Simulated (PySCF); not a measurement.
Ligands exchanged one at a time, Ga Br-SiH3. Gas-phase values, no solvent. Strings in code marks are SMILES.

The vertical ionisation energy (Delta-SCF) from two functionals at the same geometries (B3LYP-D3(BJ)/def2-TZVP), both in PySCF: PBE-D3(BJ)/def2-TZVP and B3LYP-D3(BJ)/def2-TZVP. B3LYP has the VWN-RPA correlation part, as in Gaussian. Delta-SCF ions had no search for a lower state. 

```tsv
species	PBE-D3(BJ)/def2-TZVP (eV)	B3LYP-D3(BJ)/def2-TZVP (eV)
0 of 3 Br replaced by SiH3 (`[Br][Ga]([Br])[Br]`)	10.02	10.45
1 of 3 Br replaced by SiH3 (`[SiH3][Ga]([Br])[Br]`)	9.50	9.80
2 of 3 Br replaced by SiH3 (`[SiH3][Ga]([SiH3])[Br]`)	8.67	8.91
```

Over these rows, drawn at random from the members with no instability flagged (it was tested for open shells, ions and some series alone), PBE minus B3LYP-D3(BJ): mean -0.32 eV, from -0.43 eV to -0.24 eV.
